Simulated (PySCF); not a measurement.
B2Cl3, SMILES B([B]Cl)(Cl)Cl (connectivity only; charge and spin as stated), charge +1, multiplicity 1.

Geometry optimised at PBE-D3(BJ)/def2-SVP. The spin state was assumed, not searched. The isomer is the one that the SMILES or the coordinates give; other isomers of the formula were not compared. Other conformers were not sampled.

Two levels are set side by side: PBE/def2-TZVP (PySCF) and r2SCAN/def2-TZVP (PySCF). Same geometry, gas phase. Differences are taken from unrounded values.

```csv
quantity,r2SCAN,PBE,PBE minus r2SCAN
orbital gap (eV),3.22,2.80,-0.42
highest occupied level (eV),-13.32,-12.99,0.33
lowest empty level (eV),-10.09,-10.19,-0.09
mean polarisability (bohr³),62.6,64.9,2.2
```

Rough cost on one machine, each run with all the roots and properties that it gave: r2SCAN against PBE about 4 times.
